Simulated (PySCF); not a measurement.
Si(OAc)2(OH)2, SMILES O=C(C)O[Si](O)(O)OC(=O)C at its GFN2-xTB optimised geometry (Å):

```
19

C     -1.3912    -3.1372    -3.1442
C     -1.1500    -2.8739    -1.6870
O     -1.3821    -3.6565    -0.8022
O     -0.6438    -1.6638    -1.4730
Si    -0.1763    -1.0691     0.0000
O     -0.8691    -1.8474     1.2268
O      1.4333    -1.0691     0.0000
O     -0.8105     0.4603     0.0000
C     -0.1700     1.5576     0.3902
C     -1.0508     2.7716     0.3513
O      0.9840     1.5597     0.7328
H     -2.0187    -2.3501    -3.5547
H     -0.4380    -3.1143    -3.6677
H     -1.8637    -4.1058    -3.2743
H     -1.1831    -2.7406     1.0478
H      1.8643    -0.2737     0.3318
H     -0.4765     3.6565     0.6072
H     -1.8643     2.6376     1.0609
H     -1.4837     2.8727    -0.6407
```

Computed with CAM-B3LYP/def2-SVP (PySCF 2.14.0). Cells within 0.4 Å of a nucleus heavier than hydrogen are left out (blank, or x).

Map of the electron localisation function on the plane z = 0.8 Å:

```
|00000000000000000000000000000|
|00000000000000000000000000000|
|00000000000012100000000000000|
|00000000000289840000000000000|
|00000000000599992000000000000|
|00000000011699990000000000000|
|00000002676699930000000000000|
|00000006999668400320000000000|
|00000007999745116762000000000|
|00000005999678468984000000000|
|0000000133226438xx84100000000|
|0000000000003358x884000000000|
|00000000003455348861000000000|
|00000000026775102100000000000|
|00000000013565200156400000000|
|00000000000022112588500000000|
|00000000001231035675200000000|
|00000000036886226774100000000|
|00000000036878623775200000000|
|00000000015777610454100000000|
|00000000017985200010000000000|
|00000000003873000000000000000|
|00000000000010000000000000000|
|00000000000000000000000000000|
|00000000000000000000000000000|
|00000000000000000000000000000|
|00000000000000000000000000000|
|00000000000000000000000000000|
|00000000000000000000000000000|
```
Scale: ten equal steps from 0.000 (start of '0') to 0.999 (end of '9'), in the order '0123456789'; x runs from -6.00 to 6.00, y from -6.00 (bottom) to 6.00 (top).
